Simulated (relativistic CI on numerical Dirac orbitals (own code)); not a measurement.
One change at a time: Tc XXIII

Base calculation: Dirac-Coulomb-Breit CI, orbitals from a KLI potential per configuration, a model potential for QED, unscaled Slater integrals.

Configuration list (outside the closed core [Ne]): 3s2.3p6.3d3, 3s2.3p5.3d4, 3s.3p6.3d4, 3s2.3p6.3d2.4s, 3s2.3p6.3d2.4p, 3s2.3p6.3d2.4d, 3s2.3p6.3d2.4f, 3s2.3p5.3d3.4s, 3s2.3p5.3d3.4p, 3s2.3p6.3d.4s.4p, 3s.3p6.3d3.4s, 3s2.3p6.3d2.5s, 3s2.3p6.3d2.5p, 3s.3p6.3d3.4p, 3s2.3p6.3d2.5d, 3s2.3p6.3d.4p.4d, 3p6.3d4.4p, 3s2.3p6.3d2.5f, 3s2.3p6.3d2.5g, 3s.3p6.3d3.4d, 3s2.3p6.3d2.6s, 3s2.3p6.3d2.6p, 3s2.3p6.3d2.6f, 3p6.3d5, 3p5.3d6, 3s2.3p6.3d.4s2, 3s2.3p6.4s2.4p, 3s2.3p6.4s2.4d, 3s2.3p6.4s2.4f, 3s2.3p6.3d.4p2, 3s2.3p6.4s.4p2, 3s2.3p6.4p3, 3s2.3p6.4p2.4d, 3s2.3p6.4p2.4f, 3s2.3p6.3d.4s.4d, 3s2.3p6.4s.4p.4d, 3s2.3p6.4s.4d2, 3s2.3p6.4s.4d.4f, 3p6.3d4.4s, 3p5.3d5.4s, 3s2.3p6.3d.4d2, 3s2.3p6.4p.4d2, 3s2.3p6.4d3, 3s2.3p6.4d2.4f. Double excitations out of closed p, d and f shells are left out; levels of such configurations are missing from the list, as are those of other unlisted configurations, and high levels can miss mixing partners. These lack a partner that the ground configuration has and come out too high: 3s2.3p5.3d3.4p.

The lowest level and the first level of each name with at least 55 % of one term (blank where a level has no safe partner in the second run):

```tsv
Level	Base (cm⁻¹)	Shift (cm⁻¹)
3s2.3p6.3d3 4F_3/2	0	0
3s2.3p6.3d3 4F_5/2	19332	0
3s2.3p6.3d3 4F_7/2	36991	0
3s2.3p6.3d3 4F_9/2	51090	0
3s2.3p6.3d3 4P_1/2	73301	+4
3s2.3p6.3d3 2G_7/2	90398	0
3s2.3p6.3d3 4P_5/2	99370	+4
3s2.3p6.3d3 2P_1/2	120427	+2
3s2.3p6.3d3 2H_11/2	128750	-3
3s2.3p6.3d3 2D_5/2	138277	+5
3s2.3p6.3d3 2P_3/2	160071	+3
3s2.3p6.3d3 2F_7/2	175177	+3
3s2.3p6.3d3 2F_5/2	176344	+4
3s2.3p5.3d4 6D°_5/2	1026259	+1596
```

At this charge energies of transitions that change n are usually good to better than 1 %, and those within a shell (Δn = 0) to a few per cent. Terms inside the open d or f shell come out 10 to 20 % too wide with unscaled integrals.

Task: One thing was changed in a second run, which moved the levels as shown. Which?
A. non-relativistic limit
B. Breit term removed
C. only the first configuration
D. P86 correlation estimate
E. QED terms removed
F. configuration mixing switched off

Result: D. P86 correlation estimate. A correlation estimate moves all levels of a configuration together before mixing; mixed levels move by a weighted share.

LS names give the leading component of a level, which can be under half, so a name can repeat, a term be missing and a line seem to break the LS rules.
